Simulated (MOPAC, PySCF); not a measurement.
C8H20Si, SMILES `[Si](CC)(CC)(CC)CC`, neutral singlet in the gas phase. 

Cartesian coordinates (Å):
SMILES: CC[Si](CC)(CC)CC
```xyz
29

C     -0.7729    -1.7814    -2.1491
C      0.1025    -0.5680    -1.8073
Si     0.0000     0.0000     0.0000
C     -1.8053     0.3648     0.4554
C     -2.5005     1.3908    -0.4499
C      1.0349     1.5744     0.2235
C      2.5396     1.3926    -0.0177
C      0.6679    -1.3712     1.1284
C      0.7337    -1.0020     2.6167
H     -1.8399    -1.5747    -1.9644
H     -0.6768    -2.0780    -3.2067
H     -0.5045    -2.6596    -1.5391
H     -0.1685     0.2879    -2.4517
H      1.1601    -0.7878    -2.0390
H     -1.8324     0.7076     1.5053
H     -2.3618    -0.5898     0.4427
H     -1.9810     2.3630    -0.4343
H     -3.5439     1.5744    -0.1444
H     -2.5228     1.0541    -1.4994
H      0.8588     1.9584     1.2446
H      0.6341     2.3483    -0.4554
H      2.7461     1.0361    -1.0402
H      2.9735     0.6530     0.6752
H      3.0985     2.3333     0.1182
H      0.0381    -2.2681     0.9891
H      1.6715    -1.6565     0.7643
H      1.1222    -1.8297     3.2329
H     -0.2606    -0.7395     3.0136
H      1.3892    -0.1324     2.7886
```
Charge 0, multiplicity 1.

All levels are single points at this geometry (B3LYP-D3(BJ)/def2-SVP); Pople sets use spherical d functions. Orbital energies aren't observables, and empty levels follow the basis.

```tsv
level	HOMO (eV)	LUMO (eV)	gap (eV)	dipole (D)	vertical IE, Delta-SCF (eV)
B3LYP-D3(BJ)/def2-TZVP in PySCF	-7.47	0.61	8.08	0.00	9.21
B3LYP/6-311+G** in PySCF	-7.50	-0.17	7.33	0.00	–
B3LYP/6-31G* in PySCF	-7.25	1.89	9.14	0.00	9.07
PBE/6-31G* in PySCF	-6.14	1.30	7.44	0.00	–
HF/6-31G* in PySCF	-10.70	5.52	16.21	0.00	9.22
PM6 in MOPAC	-9.40	1.66	11.06	0.00	–
```
